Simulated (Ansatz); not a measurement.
```xyz
11

F     1.589    1.806    0.673
C     0.784    0.757    0.448
C     0.728   -0.288    1.268
O    -0.131   -1.309    0.944
Si   -0.913   -0.921   -0.492
C    -0.085    0.757   -0.763
H     1.300   -0.417    2.177
H    -0.608   -1.934   -1.531
H    -2.379   -0.859   -0.276
H    -0.786    1.597   -0.763
H     0.502    0.811   -1.685
```

The species carries charge 0 and has multiplicity 1.

Problem. List the PBE/def2-TZVPP orbital energies in eV (Ansatz 0.2.0). (Estimate.)

Solution. The calculation gave: Occupied: -1780.35, -660.33, -510.81, -270.95, -270.32, -269.27, -138.03, -94.82, -94.74, -94.74, -30.61, -26.16, -19.59, -17.38, -14.54, -13.84, -12.83, -11.70, -11.28, -10.75, -10.26, -9.65, -9.14, -8.72, -8.25, -7.69, -5.21. Lowest empty: -0.85, -0.44, -0.01, 0.97, 1.36, 1.41, 1.97, 2.09.
